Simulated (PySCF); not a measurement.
Spinor energies of Bi³⁺ (bismuth, charge +3)

Start: [Xe] 4f14 5d10 6s2. Calculated with PySCF 2.14 in x2c-SVPall-2c (7s11p7d2f, 89 functions): generalised Hartree-Fock with the X2C-1e Hamiltonian and a Gaussian nucleus; one run each with spin-orbit coupling (SO) switched off, then screened by Boettger's factors.

```
spinor shell  electrons  ε, spin-free (eV)  ε, screened SO (eV)  weight of nominal j (screened SO)  rms radius, screened SO (bohr)
       1s1/2          2           -91072.8             -91030.8                              1.000                          0.0178
       2s1/2          2           -16546.8             -16533.3                              1.000                          0.0718
       2p1/2          2           -14181.3             -15863.1                              1.000                          0.0606
       2p3/2          4           -14181.3             -13537.7                              1.000                          0.0691
       3s1/2          2            -4089.4              -4084.8                              1.000                           0.183
       3p1/2          2            -3403.5              -3782.7                              1.000                           0.175
       3p3/2          4            -3403.5              -3254.8                              1.000                           0.192
       3d3/2          4            -2699.9              -2763.9                              1.000                           0.168
       3d5/2          6            -2699.9              -2653.1                              1.000                           0.172
       4s1/2          2            -1000.3              -998.83                              1.000                           0.401
       4p1/2          2            -771.76              -866.04                              1.000                           0.404
       4p3/2          4            -771.76              -734.40                              1.000                           0.438
       4d3/2          4            -503.81              -517.70                              1.000                           0.450
       4d5/2          6            -503.81              -493.18                              1.000                           0.455
       4f5/2          6            -207.54              -209.86                              1.000                           0.479
       5s1/2          2            -209.84              -209.60                              1.000                           0.891
       5p1/2          2            -143.08              -161.26                              1.000                           0.952
       5p3/2          4            -143.08              -136.02                              1.000                            1.04
       5d3/2          4            -63.679              -65.390                              1.000                            1.29
       5d5/2          6            -63.679              -62.371                              1.000                            1.31
       6s1/2          2            -42.918              -42.938                              1.000                            2.18
```

Task: Where does 4f7/2 lie, and what is the 4f spin-orbit splitting (screened SO)?

Result: At -204.50 eV, 5.355 eV above 4f5/2.

```
   quantity     spin-free   screened SO
E (hartree)  -21510.93352  -21551.87713
        M_J             0             0
       ⟨J²⟩         0.000         0.000
       ⟨L²⟩         0.000         0.199
       ⟨S²⟩         0.000         0.199
```

Breit and QED terms are absent; they matter most for the inner s and p1/2 levels.

Densities and radii are taken from the X2C orbitals without a picture-change correction, which distorts them close to the nucleus.

Without spin-orbit coupling the j labels of p, d and f shells carry no meaning; the spin-free column gives the mean over the occupied spinors of each nl shell.
